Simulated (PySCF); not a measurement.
**Effect of structural changes**

The calculation used PySCF, TDDFT B3LYP/def2-SVPD circular dichroism and optical rotation, one conformer, gas phase. Geometry: GFN2-xTB.

Each molecule in one low-energy conformer.

The molecule is flexible and this is one conformer; a measurement averages over conformers.

**Question.** How does the specific rotation at 589.3 nm (origin-invariant length gauge) change along this series?
- C[C@H]1[C@H](S)[C@]12C[C@@H]2F (diastereomer)
- C[C@H]1[C@H](S)[C@]12C[C@H]2F (diastereomer)

**Answer.** 
```tsv
molecule	[α]589 (deg dm⁻¹ (g/mL)⁻¹)	S1 (eV)	R(S1), velocity form (10⁻⁴⁰ esu² cm²)
C[C@H]1[C@H](S)[C@]12C[C@@H]2F	+215.9	5.45	-4.6
C[C@H]1[C@H](S)[C@]12C[C@H]2F	+161.2	5.22	-5.2
```
The specific rotation at 589.3 nm (origin-invariant length gauge) is lowest for C[C@H]1[C@H](S)[C@]12C[C@H]2F and highest for C[C@H]1[C@H](S)[C@]12C[C@@H]2F.
